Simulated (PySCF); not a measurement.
C5H7FO, SMILES C=C1C[C@@](C)(F)O1.

Geometry optimised at B3LYP-D3(BJ)/def2-SVP. The structure was generated by enumeration; whether it is a known compound was not checked.

Two levels are set side by side: TDA-PBE/def2-SVPD (PySCF) and TDA-LC-ωPBE/def2-SVPD (PySCF). Vertical, same geometry. The lowest singlet is HOMO→LUMO+1 97 % with PBE and HOMO→LUMO 59 %, HOMO→LUMO+2 24 % with the other functional; states are paired by order. Differences are taken from unrounded values.

```tsv
quantity	TDA-LC-ωPBE	TDA-PBE	TDA-PBE minus TDA-LC-ωPBE
lowest singlet excitation (eV)	7.33	5.65	-1.68
lowest triplet excitation (TDA) (eV)	4.15	4.31	0.16
first bright state (f over 0.05) (eV)	7.33	6.67	-0.66
its oscillator strength	0.06	0.20	0.14
```

Functionals without exact exchange tend to place singlet excitations lower, as here. Differences between two approximate levels are no errors against the true value.

Rough cost on one machine, each run with all the roots and properties that it gave: TDA-LC-ωPBE against TDA-PBE about 4 times.
